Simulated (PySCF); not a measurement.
C4H9Al.
Numbering: `[CH3:1][AlH:2][CH:3]1[CH2:4][CH2:5]1` (hydrogens: H6, H7, H8 on C1; H9 on Al2; H10 on C3; H11, H12 on C4; H13, H14 on C5)

Level of theory: PBE0-D3(BJ)/def2-SVP geometry optimisation, gas phase in PySCF.

Question: What internal coordinates does the optimisation give?

Answer: 
```tsv
bond	length (Å)
C1–Al2	1.958
Al2–C3	1.940
C3–C4, C3–C5	1.523
C4–C5	1.484
C1–H6, C1–H7, C1–H8	1.103
Al2–H9	1.599
C3–H10	1.097
C4–H11, C5–H13	1.095
C4–H12, C5–H14	1.094
```

Bonds in one row agree within 0.01 Å and their mean is given. A selection of angles:
```tsv
angle	degrees
Al2–C1–H6	113.1
Al2–C1–H7	110.4
Al2–C1–H8	111.6
H6–C1–H7	107.1
H7–C1–H8	106.2
C1–Al2–C3	122.7
C1–Al2–H9	121.5
C3–Al2–H9	115.8
Al2–C3–C4	119.8
Al2–C3–H10	118.3
C4–C3–C5	58.3
C4–C3–H10	113.4
C3–C4–C5	60.8
C3–C4–H11	118.8
C3–C4–H12	117.3
C5–C4–H11	118.4
C5–C4–H12	118.2
H11–C4–H12	113.6
```

Dihedral angles: C1–Al2–C3–C4 -146° (anticlinal); Al2–C3–C4–C5 -109° (anticlinal); Al2–C3–C5–C4 109° (anticlinal). The mirror-image conformer, all signs reversed, is as good.

The 3-membered ring C3–C4–C5 has internal angles of 58.3° to 60.9°. The C–C distances run from 1.484 Å (C4–C5, drawn single) to 1.523 Å (C3–C4, drawn single), a spread of 0.039 Å. Al2 (aluminium bonded to 2 C and H) is planar (angles 122.7°, 121.5° and 115.8°, sum 360.0°, 0.01 Å off the plane of its three neighbours).

PBE0-D3(BJ)/def2-SVP frequencies: not computed here. One conformer, not necessarily the lowest.

The run took 31 s wall on one thread of an Arm Neoverse V1, shared host with 32 logical CPUs at a one-minute load of 19, and the process peaked at 0.51 GiB of memory. These figures are those of the optimisation.
